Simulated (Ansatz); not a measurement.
Two members of one family (Series AlH2X), computed with Ansatz in the gas phase; def2 core potentials for I, no spin–orbit coupling. The two geometries come from different levels. Binding counts from free atoms in the multiplicity of their measured ground term, without zero-point energy. A dash marks a value that wasn't run or was left out as unsound. The structures are stationary points that may keep the symmetry of their start.

First: AlH2I (singlet, charge 0, PBE-D4/def2-TZVP geometry).

```csv
atom,x (Å),y (Å),z (Å)
Al1,0.0567,-0.2448,-0.0295
H2,-1.1144,-1.2309,-0.4451
H3,1.5608,-0.6885,0.2145
I4,-0.5031,2.1642,0.2601
```

| level | HOMO (eV) | LUMO (eV) | gap (eV) | vertical IE (eV) | vertical triplet (eV) | binding per atom (eV) |
| --- | --- | --- | --- | --- | --- | --- |
| PBE-D4/def2-SVP | -6.47 | -2.64 | 3.83 | – | – | 2.31 |
| PBE-D4/def2-TZVP | -6.55 | -2.64 | 3.91 | 9.58 | 4.01 | 2.30 |
| r2SCAN-D4/def2-TZVP | -6.84 | -2.33 | 4.51 | 9.73 | 4.14 | 2.37 |
| PBE0-D4/def2-SVP | -7.62 | -1.93 | 5.68 | – | – | 2.31 |
| PBE0-D4/def2-TZVP | -7.67 | -1.90 | 5.76 | 9.82 | 4.36 | 2.31 |

Second: AlH2F (singlet, charge 0, PBE0-D4/def2-TZVP geometry).

```xyz
4

Al    0.013   -0.021   -0.050
H     0.320    1.020   -1.192
H     0.086   -1.589   -0.178
F    -0.419    0.590    1.420
```

What does the change do? Estimate second minus first.


```csv
level,Δ HOMO (eV),Δ LUMO (eV),Δ gap (eV),Δ vertical IE (eV),Δ vertical triplet (eV),Δ binding per atom (eV)
PBE-D4/def2-SVP,-0.88,0.63,1.51,–,–,0.73
PBE-D4/def2-TZVP,-0.91,0.50,1.41,1.55,1.05,0.74
r2SCAN-D4/def2-TZVP,-0.95,0.59,1.54,1.53,1.05,0.72
PBE0-D4/def2-SVP,-1.11,0.69,1.80,–,–,0.67
PBE0-D4/def2-TZVP,-1.13,0.54,1.66,1.61,1.04,0.69
```
